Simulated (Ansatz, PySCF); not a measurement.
CH5FO2Si2, SMILES O=CO[SiH2][SiH2]F. Atoms are numbered in the order given.

```xyz
11

O      1.1112     1.0998     0.9340
C      1.8543     0.8804     0.0111
O      1.6375    -0.0274    -0.9394
Si     0.2338    -1.0471    -0.8896
Si    -1.5976     0.0437     0.1022
F     -1.5707    -0.1834     1.7149
H      2.8099     1.4191    -0.1577
H      0.0066    -1.3799    -2.3205
H      0.6078    -2.2788    -0.1409
H     -2.8523    -0.5946    -0.3976
H     -1.6260     1.4928    -0.2251
```

Coordinates come from a B3LYP-D3(BJ)/def2-SVP optimisation. This is a generated structure with no PubChem entry under its InChIKey; it may be hypothetical. Other conformers were not sampled.

Two levels are set side by side: PBE-D3(BJ)/def2-SVP (Ansatz, an electronic-structure program) and B3LYP-D3(BJ)/def2-SVP (Ansatz). Each level has its own optimised geometry; the coordinates shown are those of the second. Frequencies come from the Hessian of PySCF at each geometry. Differences are taken from unrounded values.

```
quantity                            B3LYP-D3(BJ)
----------------------------------  ------------
mean bond length (Å)                       1.532
bond O1–C2 (Å)                             1.205
bond C2–O3 (Å)                             1.332
bond O3–Si4 (Å)                            1.736
bond Si4–Si5 (Å)                           2.351
bond Si5–F6 (Å)                            1.629
bond C2–H7 (Å)                             1.110
bond Si4–H8 (Å)                            1.487
bond Si4–H9 (Å)                            1.489
bond Si5–H10 (Å)                           1.494
bond Si5–H11 (Å)                           1.486
highest harmonic wavenumber (cm⁻¹)          3044
mean harmonic wavenumber (cm⁻¹)             1008
zero-point energy (kcal/mol)               38.90
```

### Question
What does PBE-D3(BJ) give, and how far is it from B3LYP-D3(BJ)? (Estimate from the structure and the level; the computed values follow.)

### Answer

| quantity | PBE-D3(BJ) | PBE-D3(BJ) minus B3LYP-D3(BJ) |
|---|---|---|
| mean bond length (Å) | 1.544 | 0.012 |
| bond O1–C2 (Å) | 1.217 | 0.012 |
| bond C2–O3 (Å) | 1.338 | 0.006 |
| bond O3–Si4 (Å) | 1.758 | 0.022 |
| bond Si4–Si5 (Å) | 2.355 | 0.004 |
| bond Si5–F6 (Å) | 1.640 | 0.011 |
| bond C2–H7 (Å) | 1.119 | 0.009 |
| bond Si4–H8 (Å) | 1.500 | 0.013 |
| bond Si4–H9 (Å) | 1.503 | 0.014 |
| bond Si5–H10 (Å) | 1.507 | 0.014 |
| bond Si5–H11 (Å) | 1.501 | 0.015 |
| highest harmonic wavenumber (cm⁻¹) | 2966 | -78 |
| mean harmonic wavenumber (cm⁻¹) | 974 | -34 |
| zero-point energy (kcal/mol) | 37.59 | -1.31 |

GGA bonds tend to be longer and softer than those of functionals with exact exchange. Differences between two approximate levels are no errors against the true value.
